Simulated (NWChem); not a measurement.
System: MgNH₂I; SMILES [NH2][Mg][I]

NWChem input:

```
start job
memory heap 200 mb stack 900 mb global 1100 mb
geometry units angstroms noautoz
  Mg     0.058727    -1.454194    -0.005112
  I     -0.254046     1.091053     0.017662
  N      0.288756    -3.321190    -0.021812
  H      0.459061    -3.902833    -0.837201
  H      0.262390    -3.938820     0.784192
end
basis spherical
  * library sto-3g
end
dft
  xc hfexch
  iterations 150
  mulliken
end
task dft energy
```

Parts of the log:

```
             Northwest Computational Chemistry Package (NWChem) 7.3.0
             --------------------------------------------------------

 C2V symmetry detected

                             Geometry "geometry" -> ""
                             -------------------------

 Output coordinates in angstroms (scale by  1.889725989 to convert to a.u.)

  No.       Tag          Charge          X              Y              Z
 ---- ---------------- ---------- -------------- -------------- --------------
    1 Mg                  12.0000     0.00000000     0.00000000     1.59161578
    2 I                   53.0000     0.00000000     0.00000000    -0.97287790
    3 N                    7.0000     0.00000000     0.00000000     3.47280319
    4 H                    1.0000     0.00000000    -0.81683577     4.07675857
    5 H                    1.0000     0.00000000     0.81683577     4.07675857

 Effective nuclear repulsion energy (a.u.)     222.4644358986

      Symmetry information
      --------------------

 Group name             C2v
 Group number             16
 Group order               4
 No. of unique centers     4

  xc_inp: hfexch multiplicative factor not found.

                                 NWChem DFT Module
                                 -----------------

 Summary of "ao basis" -> "ao basis" (spherical)
 ------------------------------------------------------------------------------
       Tag                 Description            Shells   Functions and Types
 ---------------- ------------------------------  ------  ---------------------
 Mg                          sto-3g                  5        9   3s2p
 I                           sto-3g                 11       27   5s4p2d
 N                           sto-3g                  3        5   2s1p
 H                           sto-3g                  1        1   1s

      Symmetry analysis of basis
      --------------------------

        a1         22
        a2          2
        b1          9
        b2         10

            General Information
            -------------------
          SCF calculation type: DFT
          Wavefunction type:  closed shell.
          No. of atoms     :     5
          No. of electrons :    74
           Alpha electrons :    37
            Beta electrons :    37
          Charge           :     0
          Spin multiplicity:     1
          Use of symmetry is: on ; symmetry adaption is: on
          Maximum number of iterations: 150
          AO basis - number of functions:    43
                     number of shells:    21
          Convergence on energy requested:  1.00D-06
          Convergence on density requested:  1.00D-05
          Convergence on gradient requested:  5.00D-04

              XC Information
              --------------
                     Hartree-Fock (Exact) Exchange  1.000

      Superposition of Atomic Density Guess
      -------------------------------------

 Sum of atomic energies:       -7102.24061517

      Non-variational initial energy
      ------------------------------

 Total energy =   -7102.247000
 1-e energy   =  -10239.143336
 2-e energy   =    2914.431900
 HOMO         =      -0.121018
 LUMO         =       0.198098

      Symmetry analysis of molecular orbitals - initial
      -------------------------------------------------

 !! scf_movecs_sym_adapt:   10 vectors were symmetry contaminated

  Symmetry fudging

 !! scf_movecs_sym_adapt:    2 vectors were symmetry contaminated

  Numbering of irreducible representations:

     1 a1          2 a2          3 b1          4 b2

  Orbital symmetries:

     1 a1          2 a1          3 a1          4 b2          5 b1
     6 a1          7 a1          8 a1          9 b2         10 b1
    11 a1         12 b2         13 b1         14 a1         15 a2
    16 a1         17 a1         18 a1         19 b2         20 b1
    21 a1         22 a1         23 b2         24 b1         25 a1
    26 a2         27 a1         28 b2         29 b1         30 a1
    31 a1         32 b2         33 a1         34 a1         35 b1
    36 b2         37 b1         38 a1         39 b2         40 a1
    41 b1         42 b2         43 a1

     ---------------------------------------------
      Total Density - Mulliken Population Analysis
     ---------------------------------------------

    Atom       Charge   Shell Charges
 -----------   ------   -------------------------------------------------------
    1 Mg  12    10.73   2.00  1.97  5.59  0.58  0.59
    2 I   53    53.67   2.00  2.00  6.00  2.00  6.00  2.00  6.00  1.96  5.71 10.00 10.00
    3 N    7     8.09   2.00  1.66  4.44
    4 H    1     0.76   0.76
    5 H    1     0.76   0.76

   convergence    iter        energy       DeltaE   RMS-Dens  Diis-err
 ---------------- ----- ----------------- --------- --------- ---------
 d= 0,ls=0.0,diis     1  -7102.7547776461 -7.33D+03  1.71D-02  3.50D-01
 d= 0,ls=0.0,diis     2  -7102.8127055222 -5.79D-02  3.71D-03  1.78D-02
 d= 0,ls=0.0,diis     3  -7102.8162492281 -3.54D-03  1.21D-03  7.37D-04

 !! scf_movecs_sym_adapt:    2 vectors were symmetry contaminated

  Symmetry fudging
 d= 0,ls=0.0,diis     4  -7102.8164969711 -2.48D-04  2.03D-04  1.62D-05
 d= 0,ls=0.0,diis     5  -7102.8165038732 -6.90D-06  3.75D-05  6.00D-07
 d= 0,ls=0.0,diis     6  -7102.8165041376 -2.64D-07  9.81D-06  3.07D-08

         Total DFT energy =    -7102.816504137572
      One electron energy =   -10242.898087740467
           Coulomb energy =     3115.667779299421
    Exchange-Corr. energy =     -198.050631595119
 Nuclear repulsion energy =      222.464435898591

 Numeric. integr. density =        0.000000000000

                  Occupations of the irreducible representations
                  ----------------------------------------------

[...]
```

Level: Hartree-Fock/STO-3G, non-relativistic. Coordinates come from a PBE0/def2-SVP (def2 core potentials past Kr) optimisation.
